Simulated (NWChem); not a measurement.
System: C₂H₄FNOSi; SMILES C(/C=N/[SiH2]F)=O

The following NWChem deck was run.

```
start job
memory heap 200 mb stack 900 mb global 1100 mb
geometry units angstroms noautoz
  O     -0.560898    -3.268381    -0.000074
  C      0.236993    -2.356391     0.000969
  C     -0.187031    -0.914018     0.000559
  N      0.697248    -0.000740     0.000528
  Si     0.448710     1.722047    -0.000386
  F     -1.119785     2.110985    -0.000611
  H      1.335775    -2.508603     0.002186
  H     -1.275342    -0.750406     0.000198
  H      1.076605     2.250533    -1.231101
  H      1.076586     2.251885     1.229756
end
basis spherical
  * library 6-31g*
end
dft
  xc xpbe96 cpbe96
  iterations 150
  mulliken
end
task dft energy
```

Structure relaxed at the B3LYP/6-31G* (spherical d) level.

Task: Predict the main results of this run. (PBE/6-31G* (spherical d).) Quantities: energy (Ha); highest occupied level (eV); orbital gap (eV); dipole (D).

Result: 
| Property | Result |
|---|---|
| energy (Ha) | -597.45 |
| highest occupied level (eV) | -5.86 |
| orbital gap (eV) | 2.27 |
| dipole (D) | 1.74 |
